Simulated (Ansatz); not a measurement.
Strength of the Al–C bond: C2H7AlO2 → CH4AlO2 + CH3

Species: C2H7AlO2 `C[O][Al]([CH3])[OH]`, singlet; CH4AlO2 `C[O][Al][OH]`, doublet; CH3 (methyl radical) `[CH3]`, doublet. 

Shapes, held fixed at every level: PBE0-D4/def2-TZVP. Flexible molecules stand in one conformer, not always the lowest. Programs: Ansatz 0.2.0. The zero-point and thermal change to 298 K, harmonic and unscaled (PBE0-D4/def2-TZVP), is -13.0 kJ/mol.

```json
{"level": "PBE-D4/def2-TZVPP", "kind": "GGA", "ΔH(298 K) (kJ/mol)": "+339.1", "less CCSD(T)/CBS estimate": "-17.9", "CPU time (sum over the molecules)": "14 s"}
{"level": "r2SCAN-D4/def2-TZVPP", "kind": "meta-GGA", "ΔH(298 K) (kJ/mol)": "+325.7", "less CCSD(T)/CBS estimate": "-31.3", "CPU time (sum over the molecules)": "25 s"}
{"level": "B3LYP-D4/def2-TZVPP", "kind": "global hybrid", "ΔH(298 K) (kJ/mol)": "+337.3", "less CCSD(T)/CBS estimate": "-19.7", "CPU time (sum over the molecules)": "23 s"}
{"level": "B2PLYP/def2-TZVPP", "kind": "double hybrid", "ΔH(298 K) (kJ/mol)": "+339.7", "less CCSD(T)/CBS estimate": "-17.3", "CPU time (sum over the molecules)": "27 s"}
{"level": "MP2/def2-SVP", "kind": "perturbation theory", "ΔH(298 K) (kJ/mol)": "+350.9", "less CCSD(T)/CBS estimate": "-6.1", "CPU time (sum over the molecules)": "–"}
{"level": "MP2/def2-TZVPP", "kind": "perturbation theory", "ΔH(298 K) (kJ/mol)": "+355.0", "less CCSD(T)/CBS estimate": "-2.0", "CPU time (sum over the molecules)": "–"}
{"level": "CCSD(T)/def2-SVP", "kind": "coupled cluster or CI", "ΔH(298 K) (kJ/mol)": "+343.8", "less CCSD(T)/CBS estimate": "-13.2", "CPU time (sum over the molecules)": "27 s"}
{"level": "CCSD(T)/CBS estimate", "kind": "coupled cluster or CI", "ΔH(298 K) (kJ/mol)": "+357.0", "less CCSD(T)/CBS estimate": "0.0", "CPU time (sum over the molecules)": "12 min"}
```

The highest level, CCSD(T)/CBS estimate, gives ΔH(298 K) = +357.0 kJ/mol; the levels span +325.7 to +357.0. The column of differences is taken from that level and isn't an error. No measured value is set beside it here. Open shells run unrestricted unless RO is named. The CBS estimate extrapolates MP2 from def2-TZVPP and def2-QZVPP and adds CCSD(T) − MP2 in the triple-zeta set, cores frozen. Times are processor times on shared x86 and Arm servers, and rough.
